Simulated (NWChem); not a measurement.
CH₃IOSe; SMILES CO[Se]I

```xyz
7

Se     0.7590     1.0546    -0.0505
I     -0.0816    -1.3459     0.0126
O     -0.6414     1.9670     0.5720
C     -1.7174     2.1723    -0.3187
H     -2.2458     1.2263    -0.5313
H     -2.4108     2.8583     0.1897
H     -1.3895     2.6213    -1.2714
```
Atoms are numbered in this order, from 1.

Program: NWChem. Structure relaxed at the PBE0/def2-SVP level. No frequency run checked for a minimum. def2 effective core potentials on I; no spin-orbit coupling. Ions are spin-unrestricted doublets at the neutral geometry; other ion states weren't tried.

Q: Estimate the computed values for PBE/def2-SVP. Quantities: vertical ionisation energy, ΔSCF (eV); −ε(HOMO) (eV).

A: 
| Property | Result |
|---|---|
| vertical ionisation energy, ΔSCF (eV) | 8.27 |
| −ε(HOMO) (eV) | 5.23 |
